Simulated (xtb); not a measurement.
xtb input (GFN2-xTB):

```bash
xtb mol.xyz --gfn 2 --ohess tight --chrg 1 --uhf 0
```
mol.xyz:
```
11

Si     1.38657027    -0.64720605    -0.05952865
F      2.48623865     0.36362489     0.54309392
N     -0.06447473     0.06746577    -0.58883594
Si    -1.36207140     0.70194270     0.35263306
H      1.07269801    -1.51450321     1.06879465
H      2.08231608    -1.22746589    -1.22808518
H      0.00788765     0.45041383    -1.51680025
H     -2.45504168     0.98829931    -0.65469614
H     -1.03066725     1.94722961     1.09380937
H     -1.73380828    -0.34280669     1.26748092
H     -0.40921835    -0.77529307    -0.24800549
```

End of the output:

```
   ------------------------------------------------------------------------
    298.15    0.852030E-02    0.790583E-01    0.398029E-01    0.392554E-01
   ------------------------------------------------------------------------

         :::::::::::::::::::::::::::::::::::::::::::::::::::::
         ::                  THERMODYNAMIC                  ::
         :::::::::::::::::::::::::::::::::::::::::::::::::::::
         :: total free energy         -14.330443867160 Eh   ::
         ::.................................................::
         :: total energy              -14.369699275660 Eh   ::
         :: zero point energy           0.070538015538 Eh   ::
         :: G(RRHO) w/o ZPVE           -0.031282607039 Eh   ::
         :: G(RRHO) contrib.            0.039255408500 Eh   ::
         :::::::::::::::::::::::::::::::::::::::::::::::::::::

optimized geometry written to: xtbopt.xyz

           -------------------------------------------------
          | TOTAL ENERGY              -14.369699275660 Eh   |
          | TOTAL ENTHALPY            -14.290640962620 Eh   |
          | TOTAL FREE ENERGY         -14.330443867160 Eh   |
          | GRADIENT NORM               0.000110476320 Eh/α |
          | HOMO-LUMO GAP               5.463062166498 eV   |
           -------------------------------------------------

------------------------------------------------------------------------
------------------------------------------------------------------------
 total:
 SCF:
 ANC optimizer:
 analytical hessian:
```

It need not be the lowest isomer of its formula.
